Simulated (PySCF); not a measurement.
## How methods differ on the ionisation energy of O²⁺

O²⁺ [He] 2s2 2p2 (3P) → O³⁺ [He] 2s2 2p1 (2P), as a difference of total energies. Calculation: PySCF 2.14, in aug-cc-pwCVTZ; no relativity, point nucleus. Correlated levels: valence and next inner shell: nothing frozen. The calculations carry no spin-orbit coupling.

```json
{"method": "UHF", "ionisation energy (eV)": "54.583", "difference from reference (eV)": "-0.353"}
{"method": "MP2 (valence and next inner shell)", "ionisation energy (eV)": "55.037", "difference from reference (eV)": "+0.101"}
{"method": "SCS-MP2 (valence and next inner shell)", "ionisation energy (eV)": "54.869", "difference from reference (eV)": "-0.067"}
{"method": "CCSD (valence and next inner shell)", "ionisation energy (eV)": "54.833", "difference from reference (eV)": "-0.103"}
{"method": "CCSD(T) (valence and next inner shell)", "ionisation energy (eV)": "54.839", "difference from reference (eV)": "-0.097"}
```

Reference: 54.936 eV (semi-empirical (NIST evaluation); NIST Atomic Spectra Database, ionization energies).

Errors of the correlated levels include the incompleteness of this basis.
